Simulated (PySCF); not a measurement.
Species: C8H8N2.
Structure used (PBE0-D3(BJ)/def2-SVP), in Å, numbered top down from 1:
```xyz
18
C8H8N2 angstrom
C      2.7376    0.3336    0.4190
C      1.3229   -0.0440    0.0999
C      0.9838   -1.4021   -0.1925
C     -0.3036   -1.7653   -0.4865
C     -1.3210   -0.7844   -0.5029
N     -2.6178   -0.8808   -0.7538
C     -3.1001    0.3766   -0.6281
C     -2.1076    1.2797   -0.2947
N     -0.9588    0.5354   -0.2128
C      0.3290    0.8957    0.0808
H      2.8370    1.4098    0.6182
H      3.1015   -0.2095    1.3059
H      3.4121    0.0801   -0.4145
H      1.7741   -2.1567   -0.1788
H     -0.5851   -2.7942   -0.7126
H     -4.1561    0.6014   -0.7815
H     -2.1174    2.3512   -0.1150
H      0.5003    1.9528    0.2912
```

The calculation used TDDFT PBE0/def2-SVPD, vertical, gas phase, core orbitals frozen in the response in PySCF.

Frontier orbitals with the atoms that hold most of them (Löwdin shares over 4%, at most four atoms; ? is withheld):

```json
{"orbital": "LUMO+2", "ε (eV)": "0.60", "atoms": "C1 23%, C10 14%, H18 11%, H11 9%"}
{"orbital": "LUMO+1", "ε (eV)": "-0.02", "atoms": "C2 18%, C5 13%, C8 11%, C3 10%"}
{"orbital": "LUMO", "ε (eV)": "-1.03", "atoms": "C4 21%, C10 17%, C3 17%, N9 10%"}
{"orbital": "HOMO", "ε (eV)": "?", "atoms": "?"}
{"orbital": "HOMO-1", "ε (eV)": "-6.94", "atoms": "?"}
{"orbital": "HOMO-2", "ε (eV)": "-7.78", "atoms": "N6 66%, C7 10%, C5 9%, C8 4%"}
{"orbital": "HOMO-3", "ε (eV)": "-9.20", "atoms": "C4 25%, C3 22%, N9 13%, C5 12%"}
```

Task: Give the leading atoms of the HOMO-1.

Result: C7 (bonded to C, N and H) 18%; C2 (bonded to 3 C) 16%; C5 (bonded to C and 2 N) 12%; N9 (bonded to 3 C) 11%. By element: carbon 46% or more, nitrogen 11% or more.

Task: Give the leading atoms of the HOMO.

Result: C8 (bonded to C, N and H) 22%; N6 (bonded to 2 C) 16%; C10 (bonded to C, N and H) 11%; C3 (bonded to 2 C and H) 11%. By element: carbon 45% or more, nitrogen 16% or more.

Task: What is the HOMO energy, and the HOMO–LUMO gap?

Result: ε(HOMO) = -6.15 eV; the gap is 5.12 eV (0.1882 hartree).

Task: The HOMO–LUMO gap is 5.12 eV. Where does the response calculation put the lowest singlet, and from which orbitals?

Result: S1 is at 4.28 eV (f = 0.072), 0.84 eV below the gap, made of HOMO→LUMO (90%). Without the coupling terms of the response equations the lowest excitation would equal the gap.

Task: One configuration dominates each of S1, S3 and S8. Which, and how do the shares of the two leading atoms of either orbital change from the occupied to the empty one?

Result: 
- S1 (4.28 eV, f 0.072), HOMO→LUMO (90%): C8 22% → at most 11%, N6 16% → at most 11%, C4 at most 12% → 21%, C10 11% → 17%
- S3 (5.48 eV, f 0.0002), HOMO-2→LUMO (99%): N6 66% → at most 11%, C7 10% → at most 11%, C4 at most 5% → 21%, C10 at most 5% → 17%
- S8 (6.35 eV, f 0.0008), HOMO-2→LUMO+1 (96%): N6 66% → at most 10%, C7 10% → at most 10%, C2 at most 5% → 18%, C5 9% → 13%
